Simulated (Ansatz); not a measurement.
Name a neutral molecule of B, C, O and H with HOMO energy (PBE/def2-TZVPP) between -7.15 and -6.85 eV and HOMO energy (PBE0/def2-TZVPP) between -8.45 and -8.15 eV (Ansatz, PBE0-D4/def2-TZVP geometry).

`CC(C)B(O)O` (-6.92 eV, -8.33 eV); `CBOC` (-6.90 eV, -8.37 eV); `CCBO` (-6.85 eV, -8.28 eV); `CB(C)O` (-6.96 eV, -8.41 eV); `COB(C)O` (-6.86 eV, -8.44 eV); `CCB(O)OC` (-6.85 eV, -8.39 eV). Other molecules can fit too; these were computed, each in one conformer that needn't be the lowest.
